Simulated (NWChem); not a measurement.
System: SrCl₂ cation, doublet; SMILES of the neutral closed-shell parent [Cl][Sr][Cl]

Input file for NWChem:

```
start job
memory heap 200 mb stack 900 mb global 1100 mb
charge 1
geometry units angstroms noautoz
  Sr     0.000000     0.000000    -1.103893
  Cl     0.000000     1.380771     1.188690
  Cl     0.000000    -1.380771     1.188690
end
basis spherical
  Sr library def2-svp
  Cl library def2-svp
end
ecp
  Sr library def2-ecp
end
dft
  odft
  mult 2
  xc m06-l
  grid fine
  iterations 150
  mulliken
end
task dft gradient
```

Output (shortened):

```
             Northwest Computational Chemistry Package (NWChem) 7.3.0
             --------------------------------------------------------

 C2V symmetry detected

                             Geometry "geometry" -> ""
                             -------------------------

 Output coordinates in angstroms (scale by  1.889725989 to convert to a.u.)

  No.       Tag          Charge          X              Y              Z
 ---- ---------------- ---------- -------------- -------------- --------------
    1 Sr                  38.0000     0.00000000     0.00000000    -1.08260864
    2 Cl                  17.0000     0.00000000     1.38077100     1.20997436
    3 Cl                  17.0000     0.00000000    -1.38077100     1.20997436

 Effective nuclear repulsion energy (a.u.)     310.8448759090

      Symmetry information
      --------------------

 Group name             C2v
 Group number             16
 Group order               4
 No. of unique centers     2

                                 NWChem DFT Module
                                 -----------------

 Summary of "ao basis" -> "ao basis" (spherical)
 ------------------------------------------------------------------------------
       Tag                 Description            Shells   Functions and Types
 ---------------- ------------------------------  ------  ---------------------
 Sr                         def2-svp                 9       23   4s3p2d
 Cl                         def2-svp                 8       18   4s3p1d

      Symmetry analysis of basis
      --------------------------

        a1         24
        a2          7
        b1         10
        b2         18

            General Information
            -------------------
          SCF calculation type: DFT
          Wavefunction type:  spin polarized.
          No. of atoms     :     3
          No. of electrons :    43
           Alpha electrons :    22
            Beta electrons :    21
          Charge           :     1
          Spin multiplicity:     2
          Use of symmetry is: on ; symmetry adaption is: on
          Maximum number of iterations: 150
          AO basis - number of functions:    59
                     number of shells:    25
          Convergence on energy requested:  1.00D-06
          Convergence on density requested:  1.00D-05
          Convergence on gradient requested:  5.00D-04

              XC Information
              --------------
                        M06-L Method XC Functional
                         M06-L Exchange Functional  1.000
                       M06-L Correlation Potential  1.000

             Grid Information
             ----------------
          Grid used for XC integration:  fine
          Radial quadrature: Mura-Knowles
          Angular quadrature: Lebedev.
          Tag              B.-S. Rad. Rad. Pts. Rad. Cut. Ang. Pts.
          ---              ---------- --------- --------- ---------
          Sr                  2.00      141          10.0       974
          Cl                  1.00      123          11.0       770
          Grid pruning is: on
          Number of quadrature shells:   264
          Spatial weights used:  Erf1

      Superposition of Atomic Density Guess
      -------------------------------------

 Sum of atomic energies:        -953.52768119

 Renormalizing density from      44.00 to     43

      Non-variational initial energy
      ------------------------------

 Total energy =    -935.602313
 1-e energy   =   -1528.247846
 2-e energy   =     470.038460
 HOMO         =      -0.708745
 LUMO         =      -0.298342

   Symmetry analysis of molecular orbitals - initial alpha
   -------------------------------------------------------

  Numbering of irreducible representations:

     1 a1          2 a2          3 b1          4 b2

  Orbital symmetries:

     1 a1          2 b2          3 a1          4 b2          5 a1
     6 b2          7 b2          8 a1          9 b1         10 a2
    11 a1         12 a1         13 b2         14 a1         15 b1
    16 b2         17 a1         18 a1         19 b1         20 b2
    21 a2         22 b2         23 a1         24 b1         25 b2
    26 a1         27 a1         28 a2         29 b1         30 a1
    31 b2         32 a1

   Symmetry analysis of molecular orbitals - initial beta
   ------------------------------------------------------

  Numbering of irreducible representations:

     1 a1          2 a2          3 b1          4 b2

  Orbital symmetries:

     1 a1          2 b2          3 a1          4 b2          5 a1
     6 b2          7 b2          8 a1          9 b1         10 a2
    11 a1         12 a1         13 b2         14 a1         15 b1
    16 b2         17 a1         18 a1         19 b1         20 b2
    21 a2         22 b2         23 a1         24 b1         25 b2
    26 a1         27 a1         28 a2         29 b1         30 a1
    31 b2         32 a1

     ---------------------------------------------
      Total Density - Mulliken Population Analysis
     ---------------------------------------------

    Atom       Charge   Shell Charges
 -----------   ------   -------------------------------------------------------
    1 Sr  10     8.31   0.74  1.24  0.14 -0.00  5.90  0.16  0.02  0.11  0.01
    2 Cl  17    17.35   2.00  2.00  1.39  0.59  5.96  2.42  2.98  0.01
    3 Cl  17    17.35   2.00  2.00  1.39  0.59  5.96  2.42  2.98  0.01

     --------------------------------------------
      Spin Density - Mulliken Population Analysis
     --------------------------------------------

    Atom       Charge   Shell Charges
 -----------   ------   -------------------------------------------------------
    1 Sr  10     0.01   0.00  0.00 -0.00  0.00  0.00  0.00  0.00  0.00  0.00
    2 Cl  17     0.50   0.00  0.00  0.00 -0.00  0.00  0.24  0.25  0.00
    3 Cl  17     0.50   0.00  0.00  0.00 -0.00  0.00  0.24  0.25  0.00

   convergence    iter        energy       DeltaE   RMS-Dens  Diis-err
 ---------------- ----- ----------------- --------- --------- ---------
 d= 0,ls=0.0,diis     1   -950.5497877312 -1.07D+03  2.00D-02  3.23D-01
                                                     2.13D-02  3.43D-01
 d= 0,ls=0.0,diis     2   -950.2643677745  2.85D-01  1.52D-02  6.21D-01
                                                     1.59D-02  5.94D-01
 d= 0,ls=0.0,diis     3   -950.6745754833 -4.10D-01  3.10D-03  1.49D-02
                                                     3.24D-03  1.44D-02
 d= 0,ls=0.0,diis     4   -950.6867706697 -1.22D-02  4.15D-04  1.06D-03
                                                     5.04D-04  9.48D-04
 d= 0,ls=0.0,diis     5   -950.6833956137  3.38D-03  4.90D-04  4.81D-04
                                                     5.06D-04  5.24D-04
  Resetting Diis
 d= 0,ls=0.0,diis     6   -950.6842901759 -8.95D-04  3.58D-04  8.57D-05
                                                     3.83D-04  9.70D-05
 d= 0,ls=0.0,diis     7   -950.6844874732 -1.97D-04  6.06D-05  2.63D-06
                                                     6.97D-05  2.50D-06
 d= 0,ls=0.0,diis     8   -950.6844892738 -1.80D-06  2.14D-05  2.05D-06
                                                     2.31D-05  1.88D-06
 d= 0,ls=0.0,diis     9   -950.6844907528 -1.48D-06  3.51D-06  2.33D-08
                                                     3.32D-06  2.00D-08
 d= 0,ls=0.0,diis    10   -950.6844905061  2.47D-07  1.16D-06  4.10D-09
                                                     1.21D-06  3.75D-09

         Total DFT energy =     -950.684490506119
      One electron energy =    -1558.849264833097
           Coulomb energy =      546.281814459504
    Exchange-Corr. energy =      -60.724113148643
 Nuclear repulsion energy =      122.607073016117

 Numeric. integr. density =       43.000000271682

                  Occupations of the irreducible representations
                  ----------------------------------------------

                     irrep           alpha         beta
                     --------     --------     --------
                     a1                9.0          9.0
                     a2                2.0          2.0
                     b1                3.0          3.0
                     b2                8.0          7.0

                    DFT Final Alpha Molecular Orbital Analysis
                    ------------------------------------------

 Vector   20  Occ=1.000000D+00  E=-4.657986D-01  Symmetry=b2
              MO Center= -2.1D-16,  7.8D-14,  1.1D+00, r^2= 3.3D+00
   Bfn.  Coefficient  Atom+Function         Bfn.  Coefficient  Atom+Function
  ----- ------------  ---------------      ----- ------------  ---------------
    36      0.412881  2 Cl pz                54     -0.412881  3 Cl pz
    33      0.329879  2 Cl pz                51     -0.329879  3 Cl pz
    15     -0.192613  1 Sr d -1              30      0.189878  2 Cl pz
    48     -0.189878  3 Cl pz                 6      0.135997  1 Sr py
    35      0.080690  2 Cl py                53      0.080690  3 Cl py

[...]

                         DFT ENERGY GRADIENTS

    atom               coordinates                        gradient
                 x          y          z           x          y          z
   1 Sr      0.000000   0.000000  -2.045834    0.000000   0.000000   0.005146
   2 Cl      0.000000   2.609279   2.286520    0.000000  -0.003095  -0.002573
   3 Cl      0.000000  -2.609279   2.286520   -0.000000   0.003095  -0.002573
```

Level: M06-L/def2-SVP with def2 effective core potentials on Sr, spin-unrestricted. In the optimisation the excess spin sits in b2 (C2v, its own frame). All runs use the structure optimised with PBE-D3(BJ)/def2-SVP, spin-unrestricted. This spin state was assumed; another may lie lower. No stability test was run on the SCF state. def2 effective core potentials on Sr; no spin-orbit coupling.
